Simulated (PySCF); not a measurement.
# `InChI=1S/CH11PSi3/c3-1-5-2-4/h2H,1,5H2,3-4H3`

Molfile (atoms numbered from 1):
```
CH11PSi3
     RDKit          3D

 16 15  0  0  0  0  0  0  0  0999 V2000
   -2.2760    0.6084    0.5869 Si  0  0  0  0  0  4  0  0  0  0  0  0
   -1.1703   -0.0708   -0.8036 C   0  0  0  0  0  0  0  0  0  0  0  0
    0.0245   -1.4492   -0.2775 Si  0  0  0  0  0  4  0  0  0  0  0  0
    1.1971   -0.7639    1.5004 P   0  0  0  0  0  0  0  0  0  0  0  0
    2.2949    0.9898    0.6791 Si  0  0  0  0  0  4  0  0  0  0  0  0
   -3.0991    1.6906    0.0353 H   0  0  0  0  0  0  0  0  0  0  0  0
   -3.1539   -0.4565    1.0743 H   0  0  0  0  0  0  0  0  0  0  0  0
   -1.4476    1.1311    1.6735 H   0  0  0  0  0  0  0  0  0  0  0  0
   -0.5941    0.7533   -1.2259 H   0  0  0  0  0  0  0  0  0  0  0  0
   -1.7978   -0.4486   -1.6096 H   0  0  0  0  0  0  0  0  0  0  0  0
    0.8994   -1.8106   -1.4064 H   0  0  0  0  0  0  0  0  0  0  0  0
   -0.6952   -2.6561    0.1446 H   0  0  0  0  0  0  0  0  0  0  0  0
    2.2253   -1.6634    1.3161 H   0  0  0  0  0  0  0  0  0  0  0  0
    2.7909    0.7921   -0.6875 H   0  0  0  0  0  0  0  0  0  0  0  0
    1.3641    2.1180    0.6910 H   0  0  0  0  0  0  0  0  0  0  0  0
    3.4300    1.2448    1.5656 H   0  0  0  0  0  0  0  0  0  0  0  0
  1  2  1  0
  2  3  1  0
  3  4  1  0
  4  5  1  0
  1  6  1  0
  1  7  1  0
  1  8  1  0
  2  9  1  0
  2 10  1  0
  3 11  1  0
  3 12  1  0
  4 13  1  0
  5 14  1  0
  5 15  1  0
  5 16  1  0
M  END
```

Method used: GIAO CAM-B3LYP/pcSseg-1 magnetisability, rotational g tensor and spin-rotation constants, non-relativistic, gas phase (PySCF). Geometry: GFN2-xTB.

**Question.** What are the magnetisability and the molar susceptibility?

**Answer.** Isotropic -1555 × 10⁻³⁰ J/T², or -93.6 × 10⁻⁶ cm³/mol; principal values -1587, -1546, -1532 × 10⁻³⁰ J/T², anisotropy 49 × 10⁻³⁰ J/T² (root of half the summed squared differences of the principal values). The susceptibility is in cgs units.

**Question.** Split it along the inertial axes a, b, c into diamagnetic and paramagnetic parts about the centre of mass, with the quadrupole moment.

**Answer.** 
| axis | χ (10⁻⁶ cm³/mol) | diamagnetic (10⁻⁶ cm³/mol) | paramagnetic (10⁻⁶ cm³/mol) | summed x² of all electrons (Å²) | quadrupole Θ (D Å) |
| --- | --- | --- | --- | --- | --- |
| a | -94.4 | -650.5 | 556.1 | 247.2 | +2.65 |
| b | -94.2 | -1284.5 | 1190.3 | 97.7 | +0.78 |
| c | -92.3 | -1463.4 | 1371.1 | 55.6 | -3.44 |

Anisotropies 2χaa − χbb − χcc = -2.2 and 2χbb − χaa − χcc = -1.8 × 10⁻⁶ cm³/mol. Θ is traceless in Buckingham's convention.

**Question.** And the rotational g tensor?

**Answer.** 
| axis | rotational constant (GHz) | g | nuclear part | electronic part |
| --- | --- | --- | --- | --- |
| a | 2.4084 | -0.0296 | 0.5996 | -0.6292 |
| b | 1.0458 | -0.0124 | 0.5724 | -0.5848 |
| c | 0.9076 | -0.0105 | 0.5741 | -0.5846 |

Asymmetric top; isotopes 12C, 1H, 31P, 28Si; no vibrational averaging.
